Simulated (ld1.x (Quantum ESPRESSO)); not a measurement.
The numbers below are computed, except where a source is named.
Potentials for Cr compared

Generated with ld1.x 7.5 (TM, RRKJ, ultrasoft, PAW), atompaw 4.2 or ONCVPSP 4.0.1. The cutoff is in Ry: for ld1.x and atompaw files where the sum of valence levels is converged to 10 mRy in a Bessel basis, for ONCV files where the hardest occupied wave has 1 mHa per electron of residual kinetic energy. The error is the largest all-electron minus pseudo excitation energy over each file’s own four to seven test configurations (ionisations up to +4, promotions, holes and added fractions of an electron), all of which were solved. The labels leave out finer settings (local radius, basis sizes, second energies), which also bear on the numbers. Spin-polarised tests are not counted. The rows are a selection from randomly drawn settings: files with unsolved tests, undetermined cutoffs or missed reference levels are left out.

```csv
potential,cutoff (Ry),largest error (meV),bound ghosts
"PAW, PBE, scalar-relativistic, rc 1.70/1.45/1.70 (spd), local smoothed, core correction yes, reference 3s2 3p6 3d5 4s0 4p0",40,-18,none
"PAW, PBE, scalar-relativistic, rc 1.45/1.50/1.05 (spd), local smoothed, core correction yes, reference 3s2 3p6 3d5 4s1 4p0",90,+3.7,none
"RRKJ, PBE, scalar-relativistic, rc 2.35/3.70/1.05 (spd), local s, core correction yes, reference 3d5 4s1 4p0",140,-1481,none
"ultrasoft, PBE, scalar-relativistic, rc 1.50/1.50/2.10 (spd), local smoothed, core correction no, reference 3s2 3p6 3d5 4s1 4p0",40,+174,none
```

Question: Fill in the row for Cr: TM, PBE, non-relativistic, rc 1.00/1.15/1.70 (spd), local p, core correction no, reference 3s2 3p6 3d5 4s0 4p0.

Answer: cutoff 140 Ry, largest error +185 meV, bound ghosts: none.

Question: Fill in the row for Cr: TM semilocal, PBEsol, scalar-relativistic, rc 2.15/0.80/1.45 (spd), local p, core correction no, reference 3p6 3d5 4s1 4p0.

Answer: cutoff 110 Ry, largest error +94 meV, bound ghosts: none.
